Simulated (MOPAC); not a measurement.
MOPAC input (PM7):

```
PM7 PRECISE GNORM=0.05 LET XYZ UHF MS=0.5 GEO-OK AUX(PRECISION=9) THREADS=1
C2H9Si2

C     1.87169300 1   -0.70889000 1    0.23151400 1
Si    0.19261800 1   -0.28614500 1   -0.50253300 1
C    -0.99977800 1   -1.72955900 1   -0.28978500 1
Si   -0.61308200 1    1.66822400 1    0.49842400 1
H     1.79254100 1   -0.88377400 1    1.30650000 1
H     2.27409700 1   -1.61468100 1   -0.22761200 1
H     2.58807000 1    0.09860700 1    0.07346200 1
H     0.34312300 1    0.00107100 1   -1.95400200 1
H    -1.97579500 1   -1.50362300 1   -0.72162900 1
H    -0.60717700 1   -2.62187200 1   -0.78449100 1
H    -1.14359400 1   -1.96234300 1    0.76698100 1
H    -0.70644900 1    1.60286600 1    1.98301200 1
H    -1.90980500 1    2.16533700 1   -0.03507300 1
```

From the output:

```
                                                       MOPAC v23.2.5 Linux

          FINAL HEAT OF FORMATION =         -3.87986 KCAL/MOL =     -16.23334 KJ/MOL

          COSMO AREA              =        144.30 SQUARE ANGSTROMS
          COSMO VOLUME            =        142.37 CUBIC ANGSTROMS

          GRADIENT NORM           =          0.03845          =       0.01066 PER ATOM
          IONIZATION POTENTIAL    =          9.093156 EV
          ALPHA SOMO LUMO (EV)    =         -9.093  1.219
          BETA  SOMO LUMO (EV)    =        -10.739 -0.750
          NO. OF ALPHA ELECTRONS  =         13
          NO. OF BETA  ELECTRONS  =         12
          MOLECULAR WEIGHT        =         89.2641         POINT GROUP:  C1

          MOLECULAR DIMENSIONS (Angstroms)

            Atom       Atom       Distance
            H    13    H     6     5.38920
            H     9    H     7     4.71711
            H     8    H    12     3.73384

          SCF CALCULATIONS        =         77

   ATOM   CHEMICAL          X               Y               Z
  NUMBER   SYMBOL      (ANGSTROMS)     (ANGSTROMS)     (ANGSTROMS)

     1       C          1.84178843  *  -0.65899749  *   0.19451770  *
     2      Si          0.13660381  *  -0.23998480  *  -0.45214727  *
     3       C         -0.96729693  *  -1.73815162  *  -0.25506900  *
     4      Si         -0.69174450  *   1.51223485  *   0.50267617  *
     5       H          1.83882849  *  -0.91035372  *   1.27113577  *
     6       H          2.24030095  *  -1.54496135  *  -0.33593592  *
     7       H          2.58044422  *   0.15010563  *   0.05273371  *
     8       H          0.26668496  *   0.02181985  *  -1.89124812  *
     9       H         -1.97667137  *  -1.60361888  *  -0.68343179  *
    10       H         -0.51966515  *  -2.60813694  *  -0.77272387  *
    11       H         -1.09997793  *  -2.03384413  *   0.80187161  *
    12       H         -0.85172469  *   1.58118379  *   1.93767868  *
    13       H         -1.12117603  *   2.66658445  *  -0.25348096  *

                             CARTESIAN COORDINATES

   1    C        1.841788427    -0.658997491     0.194517704
   2   Si        0.136603806    -0.239984796    -0.452147269
   3    C       -0.967296935    -1.738151619    -0.255069000
   4   Si       -0.691744505     1.512234852     0.502676168
   5    H        1.838828486    -0.910353721     1.271135771
   6    H        2.240300947    -1.544961346    -0.335935920
   7    H        2.580444219     0.150105632     0.052733706
   8    H        0.266684959     0.021819852    -1.891248122
   9    H       -1.976671375    -1.603618884    -0.683431792
  10    H       -0.519665148    -2.608136945    -0.772723869
  11    H       -1.099977933    -2.033844130     0.801871614
  12    H       -0.851724691     1.581183785     1.937678685
  13    H       -1.121176027     2.666584451    -0.253480955

           Empirical Formula: C2 H9 Si2  =    13 atoms

      MOLECULAR POINT GROUP   :   C1

          ALPHA EIGENVALUES
 -26.27941 -24.15035 -18.10137 -14.86684 -14.32928 -13.91064 -13.60656 -13.54697
 -12.72499 -11.62652 -11.57837 -10.77537  -9.09316   1.21874   1.67158   2.20587
   3.26141   5.66624   5.73293   5.74678   5.78058   5.78963   6.92535   6.96598
   8.35826  19.31725  19.80243  19.83722  20.35614  20.91936  22.70498  22.92534
  23.29020  23.97049  24.14779

           BETA EIGENVALUES
 -26.25262 -24.14360 -17.79827 -14.83746 -14.32712 -13.88605 -13.59984 -13.51775
 -12.75213 -11.56625 -11.55156 -10.73869  -0.75034   1.24577   1.76541   2.20859
   3.23736   5.70630   5.73798   5.75357   5.78341   6.05938   6.92533   6.96788
   8.59181  19.58754  19.84340  20.09450  20.57377  21.02937  22.72002  22.96811
  23.30882  23.99405  24.20791

              NET ATOMIC CHARGES AND DIPOLE CONTRIBUTIONS

  ATOM NO.   TYPE          CHARGE      No. of ELECS.   s-Pop       p-Pop       d-Pop
    1          C          -0.583087        4.5831     1.04924     3.53385
    2         Si           0.074476        3.9255     0.83956     2.90679     0.17917
    3          C          -0.583570        4.5836     1.04932     3.53425
    4         Si          -0.027771        4.0278     0.92277     3.03017     0.07483
    5          H           0.165412        0.8346     0.83459
    6          H           0.166843        0.8332     0.83316
    7          H           0.164753        0.8352     0.83525
    8          H           0.066781        0.9332     0.93322
    9          H           0.164839        0.8352     0.83516
   10          H           0.167001        0.8330     0.83300
   11          H           0.165278        0.8347     0.83472
   12          H           0.029247        0.9708     0.97075
   13          H           0.029798        0.9702     0.97020
 DIPOLE           X         Y         Z       TOTAL
 POINT-CHG.    -0.057     0.222    -0.171     0.286
 HYBRID         0.341    -1.033     0.360     1.146
 SUM            0.284    -0.811     0.188     0.879

          ATOMIC ORBITAL ELECTRON POPULATIONS

     Atom    s        px        py        pz      x^2-y^2     xz        z^2       yz        xy
    1  C   1.04924   1.17818   1.17747   1.17819
    2 Si   0.83956   0.88107   0.96347   1.06225   0.04154   0.02556   0.04247   0.02318   0.04642
    3  C   1.04932   1.17637   1.18046   1.17742
    4 Si   0.92277   0.99625   1.01014   1.02377   0.01127   0.00527   0.02730   0.02016   0.01084
    5  H   0.83459
    6  H   0.83316
    7  H   0.83525
    8  H   0.93322
    9  H   0.83516
   10  H   0.83300
   11  H   0.83472
   12  H   0.97075
   13  H   0.97020

                    (SZ)    =    0.500000
                    (S**2)  =    0.751579

          ATOMIC ORBITAL SPIN POPULATIONS

    Atom   Total    s     px     py     pz   x^2-y^2  xz     z^2    yz     xy
         Atomic
    1  C  0.0116  0.002  0.007  0.002  0.001
    2 Si -0.0286 -0.004 -0.010 -0.015 -0.005  0.002  0.000  0.000  0.000  0.002
    3  C  0.0140  0.002  0.002  0.010  0.000
    4 Si  1.0339  0.032  0.827  0.161  0.017 -0.001 -0.000 -0.001 -0.000 -0.001
    5  H -0.0004 -0.000
    6  H  0.0003  0.000
    7  H -0.0004 -0.000
    8  H  0.0012  0.001
    9  H -0.0004 -0.000
   10  H  0.0004  0.000
   11  H -0.0004 -0.000
   12  H -0.0155 -0.015
   13  H -0.0157 -0.016

 **********************
 *                    *
 * JOB ENDED NORMALLY *
 *                    *
 **********************

 == MOPAC DONE ==
```

The geometry given is a B3LYP-D3(BJ)/def2-TZVP minimum.
